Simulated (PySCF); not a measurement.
# Ionisation energy of Mn⁺ by level of theory

Mn⁺ [Ar] 3d5 4s1 (7S) → Mn²⁺ [Ar] 3d5 (6S), as a difference of total energies. All numbers are calculated (PySCF 2.14, scalar relativity by spin-free X2C-1e, in cc-pVDZ-DK). Correlated levels: valence: [Ar] frozen. The calculations carry no spin-orbit coupling.

| method | ionisation energy (eV) |
| --- | --- |
| UHF | 14.885 |
| BP86 | 16.298 |
| B3LYP | 16.050 |
| MP2 (valence) | 15.276 |
| SCS-MP2 (valence) | 15.016 |

How much does correlation contribute at MP2 (valence)?

15.276 − (14.885) = 0.391 eV, measured against UHF.

Errors of the correlated levels include the incompleteness of this basis and the frozen core.

For comparison: 15.640 eV (measured; NIST Atomic Spectra Database, ionization energies).
